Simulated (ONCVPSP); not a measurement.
## Before and after: ONCV potential for fluorine

ONCVPSP 4.0.1 input, shortened (lines: element, Z, core and valence counts, functional; n l f; lmax; l rc ep ncon nbas qcut; lloc lpopt rc5 dvloc0; l nproj debl; icmod fcfact rcfact), PBE, scalar-relativistic:

```
  F 9.00    1    2        4      upf
    1    0    2.00
    2    0    2.00
    2    1    5.00
    2
    0    0.60    0.00    4    8   10.70
    1    1.15    0.00    4    7   14.90
    2    0.95    0.07    4    9    9.80
    4    3    0.45    0.00
    0    3    0.50
    1    2    3.00
    2    3    3.00
    0    0.00    0.00
```

In the s channel the program set the typed energies aside and used -1.099, 0.250, 0.750 Ha.

Change: s: rc 0.72.

Cutoffs: the cutoffs (Ha) at which the residual kinetic energy of the hardest occupied pseudo-wave falls to 1 and 0.1 mHa per electron; they do not see the model core or the augmentation charge, which bear on the density cutoff. Errors are all-electron minus pseudo energies relative to the spin-unpolarised reference configuration.

Predict the effect on cutoff, ghosts and configuration errors.

The potential gets harder (60 Ha and 111 Ha → 60 Ha and 168 Ha); both files keep a bound ghost (s); the errors of the 4 common tests hardly move.

```tsv
quantity	base	changed
cutoff, loose	60 Ha	60 Ha
cutoff, tight	111 Ha	168 Ha
loose cutoff by channel	s 55 Ha, p 60 Ha	s 53 Ha, p 60 Ha
bound ghosts	s	s
GHOST(+) flags under 300 eV	none	none
error for 2s2 2p4, meV [ΔE 19.39 eV]	+4.7	+4.7
error for 2s2 2p3, meV [ΔE 57.77 eV]	+50	+51
error for 2s2 2p2, meV [ΔE 118.41 eV]	+224	+225
error for 2s2 2p4.5, meV [ΔE 7.54 eV]	+0.3	+0.3
p: phases at 1.16 bohr within 0.05 rad from the reference energy up to (Ha; the scan ends near 5)	to the end of the scan	to the end of the scan
d: phases at 0.96 bohr within 0.05 rad from the reference energy up to (Ha; the scan ends near 5)	to the end of the scan	to the end of the scan
```

 A true bound ghost makes a file unfit for plane-wave use even where its test errors are small: the radial tests pick states by their node count and pass the ghost by.
